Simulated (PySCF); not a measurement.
C2H10Si2, SMILES [SiH3][SiH](C)C. Atoms are numbered in the order given.

```xyz
14

Si     1.7993     0.0978     0.0000
Si    -0.4932    -0.4230     0.0000
C     -1.3098     0.2728     1.5524
C     -1.3098     0.2728    -1.5524
H      2.4862    -0.4516     1.2120
H      2.4862    -0.4516    -1.2120
H      1.9931     1.5843     0.0000
H     -0.6298    -1.9175     0.0000
H     -0.8572    -0.1428     2.4666
H     -2.3855     0.0312     1.5684
H     -1.2089     1.3695     1.5935
H     -1.2089     1.3695    -1.5935
H     -0.8572    -0.1428    -2.4666
H     -2.3855     0.0312    -1.5684
```

The structure is a stationary point at r2SCAN-D4/def2-SVP.

Two levels are set side by side: PBE/pcSseg-1 (PySCF) and KT2/pcSseg-1 (PySCF). GIAO shifts against TMS (²⁹Si), TMS (¹H), TMS (¹³C) at the same level; non-relativistic, no solvent, atoms listed together averaged. Differences are taken from unrounded values.

| quantity | KT2 |
|---|---|
| δ(²⁹Si) of Si1 (ppm) | -107.8 |
| δ(²⁹Si) of Si2 (ppm) | -39.8 |
| δ(¹³C) of C3, C4 (ppm) | -1.4 |
| δ(¹H) of H5, H6, H7 (ppm) | 3.68 |
| δ(¹H) of H8 (ppm) | 4.64 |

### Question
What does PBE give, and how far is it from KT2? (An estimate is asked for; the answer gives what the named calculation found.)

### Answer

| quantity | PBE | PBE minus KT2 |
|---|---|---|
| δ(²⁹Si) of Si1 (ppm) | -109.7 | -1.9 |
| δ(²⁹Si) of Si2 (ppm) | -40.5 | -0.7 |
| δ(¹³C) of C3, C4 (ppm) | -1.6 | -0.2 |
| δ(¹H) of H5, H6, H7 (ppm) | 3.72 | 0.04 |
| δ(¹H) of H8 (ppm) | 4.66 | 0.02 |

Rough cost on one machine, each run with all the roots and properties that it gave: KT2 against PBE within a factor of 2.
